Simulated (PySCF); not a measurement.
ORD: SMILES C=C[C@H]1C=C(F)[C@H]1Cl, C₆H₆ClF

Cartesian coordinates in Å; atom numbers follow the order of the lines, from 1:
```xyz
14

C     2.3435    0.4787    0.3285
C     1.0307    0.5328    0.4538
C     0.0963   -0.4742   -0.1252
C    -1.0165   -0.9207    0.8081
C    -1.9617   -0.3739    0.0549
F    -3.2869   -0.2937    0.1387
C    -1.0504    0.1004   -1.0306
Cl   -1.0165    1.8499   -1.3369
H     2.9841    1.2218    0.7702
H     2.8326   -0.3091   -0.2209
H     0.5584    1.3317    1.0071
H     0.6482   -1.2858   -0.6033
H    -0.9982   -1.4665    1.7301
H    -1.1642   -0.3918   -1.9966
```

Theory: TDDFT PBE0/def2-SVPD circular dichroism and optical rotation, one conformer, gas phase (PySCF 2.14.0). Geometry: GFN2-xTB.

The molecule is flexible and this is one conformer; a measurement averages over conformers. States above about 7.7 eV (minus the energy of the highest occupied orbital) lie near or above the ionisation threshold and depend on the basis.

Stereocentres: C3 S, C7 S.

Task: What is the specific rotation at 633, 589.3, 546, 436, 405, 365, 355 nm?

Result: [α] in deg dm⁻¹ (g/mL)⁻¹:
```
λ (nm)  origin-invariant length gauge  modified velocity gauge  length gauge (centre of mass)  isotropic polarisability (au)
   633                          -89.7                    -96.7                          -92.9                           85.3
 589.3                         -106.2                   -114.3                         -110.0                           85.7
   546                         -127.9                   -137.2                         -132.3                           86.1
   436                         -229.0                   -243.2                         -236.3                           88.0
   405                         -281.6                   -297.7                         -290.3                           88.9
   365                         -383.6                   -402.4                         -394.8                           90.5
   355                         -418.4                   -437.8                         -430.3                           91.0
```

Task: And for the mirror image at 589.3 nm?

Result: +106.2 deg dm⁻¹ (g/mL)⁻¹ (origin-invariant length gauge): the same size and the opposite sign.

Task: What is the molar rotation [Φ] = [α]·M/100 of the geometry above at 589.3 nm?

Result: With M = 132.56 g/mol, -140.8 deg cm² dmol⁻¹ (origin-invariant length gauge).

The first excitation lies at 6.11 eV (203 nm) with R = +1.5 × 10⁻⁴⁰ esu² cm² (velocity form).
